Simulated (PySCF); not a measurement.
Si(OH)2(PH2)2 (H6O2P2Si), SMILES O[Si](P)(O)P. Atoms are numbered in the order given.

```xyz
11

O     -0.8270    -0.8377     1.5037
Si    -0.1694    -0.3359     0.0549
O     -0.3529    -1.4813    -1.1460
P      2.0804    -0.1385     0.2270
P     -1.2369     1.6274    -0.3331
H     -0.4576    -1.6466     1.8812
H     -1.2547    -1.6461    -1.4492
H      2.2181     0.4523    -1.0664
H      1.9992     1.1171     0.9044
H     -2.4964     1.0006    -0.6004
H     -0.8498     1.6428    -1.7096
```
Charge 0, spin multiplicity 1.

Geometry: B3LYP-D3(BJ)/def2-SVP. The structure was generated by enumeration, and PubChem lists no compound with its InChIKey, so it may never have been made. One conformer was computed; it need not be the lowest.

Computed with TDA-PBE/def2-SVPD run with PySCF 2.14.0.

Vertical excitations. The molecule is in vacuum.

| state | energy (eV) | λ (nm) | f | main pairs |
|---|---|---|---|---|
| S1 | 5.24 | 237 | 0.011 | HOMO→LUMO 94 % |
| S2 | 5.59 | 222 | 0.027 | HOMO→LUMO+1 75 %, HOMO→LUMO+2 12 % |
| S3 | 5.71 | 217 | 0.013 | HOMO−1→LUMO 79 % |
| S4 | 5.99 | 207 | 0.065 | HOMO→LUMO+3 48 %, HOMO→LUMO+2 30 % |
| S5 | 6.08 | 204 | 0.020 | HOMO−1→LUMO+1 76 % |
| S6 | 6.10 | 203 | 0.038 | HOMO→LUMO+3 37 %, HOMO→LUMO+2 24 %, HOMO−1→LUMO+3 16 %, HOMO−1→LUMO+2 7 % |
| S7 | 6.36 | 195 | 0.028 | HOMO−1→LUMO+2 55 %, HOMO→LUMO+4 26 % |
| S8 | 6.51 | 190 | 0.026 | HOMO−1→LUMO+3 43 %, HOMO→LUMO+5 23 %, HOMO→LUMO+6 15 % |
| S9 | 6.64 | 187 | 0.005 | HOMO→LUMO+5 50 %, HOMO→LUMO+6 19 %, HOMO−2→LUMO 11 % |
| S10 | 6.72 | 185 | 0.025 | HOMO−2→LUMO 84 % |
| T1 | 4.93 | 252 | 0 | HOMO→LUMO 81 % |
| T2 | 5.28 | 235 | 0 | HOMO→LUMO+1 69 %, HOMO→LUMO 16 % |
| T3 | 5.37 | 231 | 0 | HOMO−1→LUMO 38 %, HOMO→LUMO+2 24 %, HOMO→LUMO+1 17 %, HOMO−1→LUMO+1 6 % |
| T4 | 5.37 | 231 | 0 | HOMO→LUMO+2 39 %, HOMO−1→LUMO 31 %, HOMO→LUMO+3 12 % |
Triplets are in the Tamm–Dancoff approximation.
